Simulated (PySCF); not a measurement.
C6H5Cl, charge -1, doublet, at the geometry of the source list (a state made from the parent by changing its charge; the spin is typed, not shown lowest) (in this run its highest filled SCF level lies above zero, so its values depend strongly on the basis, on diffuse functions most of all). Base run: B3LYP/6-31G in PySCF.

PySCF was given this input:
```python
from pyscf import gto, scf, dft, solvent

mol = gto.Mole()
mol.atom = '''
    Cl    3.04330000    0.20790000   -0.01080000
    C     1.31680000    0.09000000   -0.00560000
    C     0.55460000    1.24670000    0.00750000
    C    -0.82620000    1.14480000    0.01260000
    C    -1.43620000   -0.09840000    0.00510000
    C    -0.66290000   -1.24680000   -0.00730000
    C     0.71880000   -1.15930000   -0.01290000
    H     1.03720000    2.21190000    0.01260000
    H    -1.42550000    2.04290000    0.02240000
    H    -2.51330000   -0.17110000    0.01030000
    H    -1.13360000   -2.21840000   -0.01130000
    H     1.32700000   -2.05020000   -0.02260000
'''
mol.basis = '6-31g'
mol.charge = -1
mol.spin = 1
mol.verbose = 4
mol.build()

mf = dft.UKS(mol)
mf.xc = 'b3lyp'
mf.kernel()
```

Variants of this job, named by their change:

```tsv
change	ΔE vs base (kcal/mol)
base	0.000
model = IEF-PCM; solvent = water; vdw_scale = 1.4	-48.16
model = IEF-PCM; solvent = tetrahydrofuran	-46.15
model = IEF-PCM; solvent = water	-53.25
model = IEF-PCM; solvent = water; vdw_scale = 1.1	-55.51
model = IEF-PCM; solvent = 2-propanol	-50.94
model = IEF-PCM; solvent = water; lebedev_order = 41	-53.36
model = IEF-PCM; solvent = dimethylsulfoxide	-52.74
model = SS(V)PE; solvent = water	-49.45
model = IEF-PCM; solvent = water; lebedev_order = 11	-52.06
model = IEF-PCM; solvent = water; vdw_scale = 1.0	-56.93
model = C-PCM; solvent = water	-53.30
```

The base is the gas phase, so ΔE is the electrostatic part of solvation at a fixed geometry, without cavity and dispersion terms.

Open shells are given as the SCF converged; they aren't shown to be the lowest states, and a large step between rows can be another state.

The gas-phase anion may not be bound at this level, which the solvent then changes.
